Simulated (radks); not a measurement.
The numbers below are computed, except where a source is named.
Ionisation of neutral magnesium, [Ne] 3s2, to Mg+, [Ne] 3s1, under several functionals. Scalar-relativistic Kohn-Sham, spin-polarised, spherical densities, point nucleus; open shells are filled with parallel spins first; a radial shooting solver on a logarithmic mesh with Libxc functionals.

functional,E(Mg) (hartree),Exc (hartree),IE (eV),-e(HOMO) (eV),<r> HOMO (bohr),IE error (eV)
AM05,-199.55667,-15.58391,7.485,4.645,3.158,-0.161
XLYP,-200.50694,-16.57194,7.711,4.596,3.139,+0.065
SOGGA,-199.75839,-15.79581,7.433,4.606,3.163,-0.213
PBEsol,-199.84038,-15.87944,7.538,4.679,3.153,-0.108
HCTH/407,-200.41118,-16.49497,8.114,4.746,3.193,+0.468
"LDA (Slater exchange, Perdew-Zunger correlation)",-199.45367,-15.47595,7.753,4.787,3.131,+0.107
Wu-Cohen GGA,-200.08324,-16.13514,7.480,4.681,3.149,-0.166

NIST Atomic Spectra Database: 7.646 eV (measured). Closest: XLYP. The Delta-SCF values span 0.68 eV, the total energies 1.05 hartree. The highest occupied level is 3s.
